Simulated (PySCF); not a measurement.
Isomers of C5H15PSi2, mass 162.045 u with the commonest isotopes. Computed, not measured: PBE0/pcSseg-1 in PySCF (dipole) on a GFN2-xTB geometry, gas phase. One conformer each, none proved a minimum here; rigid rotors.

Problem. Order these by rotational constant C, smallest first.
A. `[PH2:1][SiH2:2][SiH2:3][CH:4]1[CH2:5][CH2:6][CH2:7][CH2:8]1` with H–P1–Si2–Si3 -48° and 45°, P1–Si2–Si3–C4 159°, Si2–Si3–C4–C5 49°, Si3–C4–C5–C6 78°, C4–C5–C6–C7 31°, C5–C6–C7–C8 -8°, C6–C7–C8–C4 -19°
B. `[CH3:1][SiH:2]1[CH2:3][CH2:4][P:5]([SiH3:6])[CH2:7][CH2:8]1` with C1–Si2–C3–C4 168°, Si2–C3–C4–P5 -63°, C3–C4–P5–Si6 172°, C4–P5–C7–C8 -71°
C. `[SiH3:1][Si@H:2]([PH2:3])[CH:4]1[CH2:5][CH2:6][CH2:7][CH2:8]1` with Si1–Si2–P3–H 73° and 165°, Si1–Si2–C4–C5 -48°, Si2–C4–C5–C6 155°, C4–C5–C6–C7 -9°, C5–C6–C7–C8 -17°, C6–C7–C8–C4 37°
D. `[CH3:1][CH:2]([CH3:3])[SiH2:4]/[CH:5]=[CH:6]\[SiH2:7][PH2:8]` with C1–C2–Si4–C5 57°, C2–Si4–C5–C6 99°, C5–C6–Si7–P8 79°, C6–Si7–P8–H -49° and 44°
E. `[CH3:1][CH:2]([CH3:3])[SiH2:4]/[CH:5]=[CH:6]/[SiH2:7][PH2:8]` with C1–C2–Si4–C5 -60°, C2–Si4–C5–C6 103°, C5–C6–Si7–P8 -1°, C6–Si7–P8–H -48° and 46°
F. `[SiH3:1][PH:2][SiH2:3][CH:4]1[CH2:5][CH2:6][CH2:7][CH2:8]1` with Si1–P2–Si3–C4 171°, P2–Si3–C4–C5 176°, Si3–C4–C5–C6 166°, C4–C5–C6–C7 -31°, C5–C6–C7–C8 7°, C6–C7–C8–C4 19°

Solution. E (387.9 MHz), F (426.5 MHz), A (453.5 MHz), D (497.8 MHz), B (562.7 MHz), C (587.4 MHz).

Problem. Order these by radius of gyration √(Σ m r²/M), smallest first.
A. `[PH2:1][SiH2:2][SiH2:3][CH:4]1[CH2:5][CH2:6][CH2:7][CH2:8]1` with H–P1–Si2–Si3 -48° and 45°, P1–Si2–Si3–C4 159°, Si2–Si3–C4–C5 49°, Si3–C4–C5–C6 78°, C4–C5–C6–C7 31°, C5–C6–C7–C8 -8°, C6–C7–C8–C4 -19°
B. `[CH3:1][CH:2]([CH3:3])[SiH2:4]/[CH:5]=[CH:6]/[SiH2:7][PH2:8]` with C1–C2–Si4–C5 -60°, C2–Si4–C5–C6 103°, C5–C6–Si7–P8 -1°, C6–Si7–P8–H -48° and 46°
C. `[SiH3:1][Si@H:2]([PH2:3])[CH:4]1[CH2:5][CH2:6][CH2:7][CH2:8]1` with Si1–Si2–P3–H 73° and 165°, Si1–Si2–C4–C5 -48°, Si2–C4–C5–C6 155°, C4–C5–C6–C7 -9°, C5–C6–C7–C8 -17°, C6–C7–C8–C4 37°
D. `[SiH3:1][PH:2][SiH2:3][CH:4]1[CH2:5][CH2:6][CH2:7][CH2:8]1` with Si1–P2–Si3–C4 171°, P2–Si3–C4–C5 176°, Si3–C4–C5–C6 166°, C4–C5–C6–C7 -31°, C5–C6–C7–C8 7°, C6–C7–C8–C4 19°
E. `[CH3:1][CH:2]([CH3:3])[SiH2:4]/[CH:5]=[CH:6]\[SiH2:7][PH2:8]` with C1–C2–Si4–C5 57°, C2–Si4–C5–C6 99°, C5–C6–Si7–P8 79°, C6–Si7–P8–H -49° and 44°

Solution. C (2.398 Å), E (2.633 Å), A (2.687 Å), D (2.742 Å), B (2.945 Å).

Problem. Order these by rotational constant A, smallest first.
A. `[CH3:1][CH:2]([CH3:3])[SiH2:4]/[CH:5]=[CH:6]/[SiH2:7][PH2:8]` with C1–C2–Si4–C5 -60°, C2–Si4–C5–C6 103°, C5–C6–Si7–P8 -1°, C6–Si7–P8–H -48° and 46°
B. `[PH2:1][SiH2:2][SiH2:3][CH:4]1[CH2:5][CH2:6][CH2:7][CH2:8]1` with H–P1–Si2–Si3 -48° and 45°, P1–Si2–Si3–C4 159°, Si2–Si3–C4–C5 49°, Si3–C4–C5–C6 78°, C4–C5–C6–C7 31°, C5–C6–C7–C8 -8°, C6–C7–C8–C4 -19°
C. `[CH3:1][CH:2]([CH3:3])[SiH2:4]/[CH:5]=[CH:6]\[SiH2:7][PH2:8]` with C1–C2–Si4–C5 57°, C2–Si4–C5–C6 99°, C5–C6–Si7–P8 79°, C6–Si7–P8–H -49° and 44°
D. `[SiH3:1][PH:2][SiH2:3][CH:4]1[CH2:5][CH2:6][CH2:7][CH2:8]1` with Si1–P2–Si3–C4 171°, P2–Si3–C4–C5 176°, Si3–C4–C5–C6 166°, C4–C5–C6–C7 -31°, C5–C6–C7–C8 7°, C6–C7–C8–C4 19°
E. `[SiH3:1][Si@H:2]([PH2:3])[CH:4]1[CH2:5][CH2:6][CH2:7][CH2:8]1` with Si1–Si2–P3–H 73° and 165°, Si1–Si2–C4–C5 -48°, Si2–C4–C5–C6 155°, C4–C5–C6–C7 -9°, C5–C6–C7–C8 -17°, C6–C7–C8–C4 37°
F. `[CH3:1][SiH:2]1[CH2:3][CH2:4][P:5]([SiH3:6])[CH2:7][CH2:8]1` with C1–Si2–C3–C4 168°, Si2–C3–C4–P5 -63°, C3–C4–P5–Si6 172°, C4–P5–C7–C8 -71°

Solution. E (1477 MHz), C (2135 MHz), A (2371 MHz), F (2766 MHz), B (3047 MHz), D (3549 MHz).

| SMILES | point group | Ia (u·Å²) | Ib (u·Å²) | Ic (u·Å²) | κ | μa (D) | μb (D) | μc (D) |
| --- | --- | --- | --- | --- | --- | --- | --- | --- |
| P[SiH2][SiH2]C1CCCC1 | C1 | 165.85 | 1058.87 | 1114.46 | -0.98 | 1.89 | 0.45 | 0.22 |
| CC(C)[SiH2]/C=C/[SiH2]P | C1 | 213.16 | 1294.16 | 1302.82 | -1.00 | 1.55 | 0.05 | 0.14 |
| [SiH3]P[SiH2]C1CCCC1 | C1 | 142.39 | 1109.30 | 1184.98 | -0.98 | 1.03 | 0.11 | 0.79 |
| [SiH3][Si@H](P)C1CCCC1 | C1 | 342.05 | 661.17 | 860.37 | -0.60 | 0.84 | 0.09 | 0.88 |
| C[SiH]1CCP([SiH3])CC1 | Cs | 182.74 | 797.66 | 898.14 | -0.94 | 0.96 | 0.00 | 0.64 |
| CC(C)[SiH2]/C=C\[SiH2]P | C1 | 236.76 | 995.54 | 1015.17 | -0.99 | 1.54 | 0.03 | 1.05 |
